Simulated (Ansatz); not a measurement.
Job for Ansatz (an electronic-structure program): R-PBE/def2-TZVPP on H2S2 (SMILES SS), a point of a torsion scan.

Ansatz 0.2 input:
```yaml
crystal:
  periodic: [false, false, false]
  atoms:
    - {symbol: S, position_ang: [-0.92066372, 0.56254714, 0.46404608]}
    - {symbol: S, position_ang: [0.91979161, 0.38382389, -0.46317335]}
    - {symbol: H, position_ang: [-1.52697305, -0.35669407, -0.28694188]}
    - {symbol: H, position_ang: [1.18420355, 1.69034418, -0.46378465]}
basis:
  gaussian:
    orbitals: def2-TZVPP
hamiltonian:
  xc: {name: PBE}
scf: {lower_state_search: off}
```

Task: Give the final energy of this run.

Result: -797.2622 hartree.
